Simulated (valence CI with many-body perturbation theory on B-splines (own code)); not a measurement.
## E1 transitions of Xe⁴⁰⁺

Computed by relativistic CI+MBPT: four valence electrons over a frozen Dirac-Fock core [Ne], a basis of 11 s, 11 p, 10 d, 8 f, 5 g, 2 h functions for each j, with the one-electron correlation potential Σ1 (screened to all orders), the two-electron term Σ2, the three-electron term Σ3, Breit, model QED; selected single and double excitations, second order for the rest, scaled by the run's own slope (own B-spline code, finite nucleus).

No measured spectrum was set against this ion. As an estimate, large intervals hold to a few tenths of a per cent, small ones and those within an open d or f shell to about a per cent. Among the levels kept, up to 740 cm⁻¹ of a level comes from second order outside the variational space, and about a tenth of that is noise between levels of different J, which matters for small intervals.

Lines 201 to 250 of 563 in falling wavelength, among levels below 664.94 eV, chosen from the strongest by gf and those to the six lowest levels. Wavelengths and rates use the calculated energies. Electric multipoles are in the length gauge with retardation, E1 and E2 with the static RPA response of the core. Weak lines are less certain than strong ones. Lines between different terms over intervals too small for the method are left out, as are lines whose strength nearly cancels. Where a level lies close to another of its J and parity, the split of strength between their lines is uncertain. The highest levels of a list are the least certain.

Levels are named by their leading jj configuration (3d3/2^4 stands for four electrons in 3d with j = 3/2), which in mixed levels can hold well under half, so a name can repeat and another be missing. Letters in brackets count levels of one name in rising energy.

| λ vac (Å) | Upper | Lower | A (s⁻¹) | S (a.u.) |
| --- | --- | --- | --- | --- |
| 65.97 | (3s 3p1/2 3d5/2^2) J=1 [c] | (3s 3p1/2 3p3/2 3d5/2) J=2 [c] | 1.70e+11 | 7.21e-02 |
| 65.92 | (3s 3p1/2 3d3/2 3d5/2) J=3 [d] | (3s 3p1/2 3p3/2 3d3/2) J=2 [c] | 2.71e+10 | 2.69e-02 |
| 65.92 | (3p1/2 3p3/2^2 3d3/2) J=2 [c] | (3s 3p1/2 3p3/2 3d3/2) J=1 [d] | 1.18e+11 | 8.37e-02 |
| 65.89 | (3s 3p3/2^2 3d3/2) J=1 [b] | (3s^2 3p3/2 3d3/2) J=1 | 7.42e+10 | 3.14e-02 |
| 65.88 | (3s 3p3/2^2 3d5/2) J=4 [b] | (3s^2 3p3/2 3d5/2) J=3 | 2.16e+11 | 2.75e-01 |
| 65.88 | (3s 3p1/2 3d5/2^2) J=4 [b] | (3s 3p1/2 3p3/2 3d5/2) J=5 | 2.81e+10 | 3.56e-02 |
| 65.88 | (3p1/2 3p3/2^2 3d3/2) J=2 [b] | (3s 3p1/2 3p3/2 3d5/2) J=2 [b] | 3.33e+10 | 2.35e-02 |
| 65.86 | (3s^2 3p3/2 3d5/2) J=3 | (3s^2 3p3/2^2) J=2 | 2.43e+11 | 2.40e-01 |
| 65.77 | (3p1/2 3p3/2^2 3d5/2) J=4 [b] | (3s 3p1/2 3p3/2 3d5/2) J=4 [c] | 8.44e+10 | 1.07e-01 |
| 65.63 | (3s 3p1/2 3d5/2^2) J=2 [b] | (3s 3p1/2 3p3/2 3d3/2) J=3 [c] | 2.32e+10 | 1.62e-02 |
| 65.62 | (3p1/2 3p3/2^2 3d3/2) J=3 [a] | (3s 3p1/2 3p3/2 3d3/2) J=2 [d] | 2.56e+10 | 2.50e-02 |
| 65.57 | (3p1/2 3p3/2^2 3d5/2) J=4 [a] | (3s 3p1/2 3p3/2 3d5/2) J=4 [b] | 3.23e+10 | 4.05e-02 |
| 65.57 | (3s 3p1/2 3d5/2^2) J=1 [b] | (3s 3p1/2 3p3/2 3d5/2) J=2 [b] | 1.38e+11 | 5.78e-02 |
| 65.50 | (3s 3p1/2 3p3/2 3d5/2) J=2 [b] | (3s^2 3p1/2 3d5/2) J=3 | 8.48e+10 | 5.88e-02 |
| 65.45 | (3s 3p1/2 3d3/2 3d5/2) J=2 [b] | (3s 3p1/2 3p3/2 3d3/2) J=2 [b] | 3.93e+10 | 2.72e-02 |
| 65.41 | (3s 3p1/2 3d5/2^2) J=1 [c] | (3s 3p1/2 3p3/2 3d5/2) J=1 [c] | 5.21e+10 | 2.16e-02 |
| 65.40 | (3p1/2 3p3/2^2 3d3/2) J=4 | (3s 3p1/2 3p3/2 3d3/2) J=3 [c] | 1.45e+11 | 1.80e-01 |
| 65.29 | (3s 3p1/2 3d3/2 3d5/2) J=4 [b] | (3s 3p1/2 3p3/2 3d3/2) J=3 [a] | 1.96e+10 | 2.42e-02 |
| 65.27 | (3s 3p1/2 3d3/2 3d5/2) J=3 [b] | (3s 3p1/2 3p3/2 3d3/2) J=3 [a] | 5.37e+10 | 5.16e-02 |
| 65.22 | (3s 3p1/2 3d3/2 3d5/2) J=2 [b] | (3s 3p1/2 3p3/2 3d3/2) J=3 [a] | 6.18e+10 | 4.23e-02 |
| 65.11 | (3s 3p3/2^2 3d5/2) J=2 [a] | (3s^2 3p3/2 3d5/2) J=1 | 1.49e+11 | 1.02e-01 |
| 65.09 | (3p1/2 3p3/2^2 3d5/2) J=5 | (3s 3p1/2 3p3/2 3d5/2) J=4 [b] | 1.17e+10 | 1.75e-02 |
| 65.07 | (3p1/2 3p3/2^2 3d3/2) J=2 [a] | (3s 3p1/2 3p3/2 3d3/2) J=2 [c] | 1.22e+11 | 8.26e-02 |
| 65.05 | (3s 3p1/2 3p3/2 3d3/2) J=2 [c] | (3s^2 3p1/2 3d3/2) J=2 | 8.53e+10 | 5.80e-02 |
| 65.04 | (3s 3p1/2 3d5/2^2) J=4 [a] | (3s 3p1/2 3p3/2 3d3/2) J=4 | 3.65e+10 | 4.47e-02 |
| 65.04 | (3s 3p3/2^2 3d3/2) J=4 | (3s^2 3p3/2 3d3/2) J=3 | 2.98e+11 | 3.64e-01 |
| 65.00 | (3s 3p1/2 3p3/2 3d5/2) J=4 [b] | (3s^2 3p1/2 3d5/2) J=3 | 3.60e+10 | 4.39e-02 |
| 64.98 | (3p1/2 3p3/2^2 3d3/2) J=1 [c] | (3s 3p1/2 3p3/2 3d3/2) J=1 [d] | 1.19e+11 | 4.82e-02 |
| 64.95 | (3p1/2 3p3/2^2 3d3/2) J=1 [b] | (3s 3p1/2 3p3/2 3d5/2) J=1 [a] | 4.08e+10 | 1.66e-02 |
| 64.92 | (3s 3p1/2 3d3/2 3d5/2) J=3 [c] | (3s 3p1/2 3p3/2 3d3/2) J=4 | 1.66e+10 | 1.56e-02 |
| 64.78 | (3s 3p3/2^2 3d5/2) J=1 [c] | (3s 3p3/2^3) J=2 | 1.00e+11 | 4.02e-02 |
| 64.77 | (3s^2 3p3/2 3d5/2) J=1 | (3s^2 3p3/2^2) J=2 | 9.77e+10 | 3.93e-02 |
| 64.67 | (3p1/2 3p3/2^2 3d5/2) J=3 [b] | (3s 3p1/2 3p3/2 3d5/2) J=3 [d] | 1.16e+11 | 1.09e-01 |
| 64.61 | (3s 3p1/2 3p3/2 3d5/2) J=3 [b] | (3s^2 3p1/2 3d5/2) J=3 | 4.65e+10 | 4.34e-02 |
| 64.58 | (3p1/2 3p3/2^2 3d3/2) J=3 [b] | (3s 3p1/2 3p3/2 3d5/2) J=3 [b] | 6.65e+10 | 6.19e-02 |
| 64.56 | (3s 3p1/2 3d5/2^2) J=3 [c] | (3s 3p1/2 3p3/2 3d3/2) J=2 [e] | 6.99e+10 | 6.50e-02 |
| 64.55 | (3p1/2^2 3p3/2 3d5/2) J=2 | (3s 3p1/2^2 3d5/2) J=2 | 7.28e+10 | 4.83e-02 |
| 64.50 | (3s 3p1/2 3d3/2 3d5/2) J=4 [c] | (3s 3p1/2 3p3/2 3d5/2) J=4 [a] | 2.86e+10 | 3.40e-02 |
| 64.48 | (3p1/2 3p3/2^2 3d5/2) J=2 [c] | (3s 3p1/2 3p3/2 3d5/2) J=2 [d] | 1.02e+11 | 6.78e-02 |
| 64.45 | (3s 3p1/2 3p3/2 3d3/2) J=1 [d] | (3s^2 3p1/2 3d3/2) J=1 | 6.99e+10 | 2.77e-02 |
| 64.43 | (3s 3p1/2 3d5/2^2) J=3 [c] | (3s 3p1/2 3p3/2 3d5/2) J=3 [c] | 4.24e+10 | 3.92e-02 |
| 64.40 | (3s 3p1/2 3d5/2^2) J=0 [b] | (3s 3p1/2 3p3/2 3d5/2) J=1 [b] | 3.02e+11 | 3.99e-02 |
| 64.39 | (3p1/2 3p3/2^2 3d3/2) J=0 | (3s 3p1/2 3p3/2 3d3/2) J=1 [c] | 3.58e+11 | 4.72e-02 |
| 64.32 | (3s 3p1/2 3p3/2 3d5/2) J=3 [d] | (3s 3p1/2 3p3/2^2) J=3 | 1.08e+11 | 9.93e-02 |
| 64.28 | (3p1/2 3p3/2^2 3d5/2) J=1 | (3s 3p1/2 3p3/2 3d5/2) J=2 [d] | 1.76e+11 | 6.92e-02 |
| 64.25 | (3s 3p1/2 3d5/2^2) J=2 [a] | (3s 3p1/2 3p3/2 3d3/2) J=2 [c] | 2.85e+10 | 1.86e-02 |
| 64.12 | (3s 3p1/2 3d5/2^2) J=0 [a] | (3s 3p1/2 3p3/2 3d5/2) J=1 [a] | 1.25e+11 | 1.63e-02 |
| 64.04 | (3s 3p3/2^2 3d5/2) J=2 [a] | (3s^2 3p3/2 3d5/2) J=3 | 2.65e+10 | 1.71e-02 |
| 63.98 | (3s 3p1/2 3p3/2 3d3/2) J=0 [b] | (3s^2 3p1/2 3d3/2) J=1 | 1.15e+11 | 1.48e-02 |
| 63.97 | (3s 3p3/2^2 3d5/2) J=1 [a] | (3s^2 3p3/2 3d3/2) J=0 | 5.43e+10 | 2.11e-02 |
